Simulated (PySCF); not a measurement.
Bond length, frequency and bond energy of BeSe⁻ by level of theory

State: ²Σ⁺ (doublet), unpaired electrons σ ↑. Set-up: PySCF, no relativity, basis sets Be aug-pcseg-1, Se aug-pcseg-1. De refers to Be + Se⁻ in their high-spin ground configurations, without counterpoise correction. The functionals are run spin-unrestricted. A positive dipole points towards Se; it is taken about the centre of mass and depends on that origin.

```
      Level  Re (Å)  ωe (cm⁻¹)  De (eV)  μ (D)
        UHF   1.963        759      n/a   1.45
    UHF-MP2   1.979        734      n/a    n/a
UHF-SCS-MP2   1.981        728      n/a    n/a
   UHF-CCSD   1.980        727      n/a    n/a
UHF-CCSD(T)   1.986        716     2.56    n/a
        PBE   1.967        722     3.35   2.68
     r²SCAN   1.961        738     3.45   2.36
       PBE0   1.955        746     3.26   2.33
    r²SCAN0   1.953        751     3.33   2.12
      HSE06   1.958        742     3.26   2.32
  BHandHLYP   1.949        755     2.90   1.93
     B2PLYP   1.966        732     2.99   1.86
```

(1) Which functional lies closest to UHF-CCSD(T) in De, which farthest, and by how much do they differ from it?

(2) What does the step from GGA to meta-GGA do here, going from PBE to r²SCAN?

(3) What does the triples do here, going from UHF-CCSD to UHF-CCSD(T)?

Correlated steps freeze 9 core orbitals. Correlated levels converge slowly with the basis: in double zeta they bind strong bonds too weakly, by up to about 1 eV, and carry superposition errors of some tenths. Spin–orbit coupling is left out. For an ion De counts to the pair picked by the measured ionisation energies or electron affinities, which need not be the lowest pair at this level. The highest Kohn–Sham level is positive in this anion. Much of that is self-interaction error, but it also means that the finite basis helps to hold the extra electron. B2PLYP dipoles, levels and charges come from its SCF part alone. The state is the lowest determinant that a PBE0 search found; another state may lie lower at other levels.

Results:

(1) Closest is BHandHLYP (-3.7 pm in Re, +5.4 % in ωe, +0.34 eV in De against UHF-CCSD(T) in the same basis), farthest r²SCAN (-2.5 pm in Re, +3.1 % in ωe, +0.89 eV in De). CCSD(T) converges more slowly with the basis than the functionals do and binds too weakly in this one, so the order can change at the basis-set limit.

(2) r²SCAN less PBE: -0.6 pm in Re, +2.2 % in ωe, +0.10 eV in De. 

(3) UHF-CCSD(T) less UHF-CCSD: +0.6 pm in Re, -1.5 % in ωe. Correlation nearly always deepens the well. The bond lengthens, as in strong covalent bonds, where excitations into antibonding orbitals dominate.
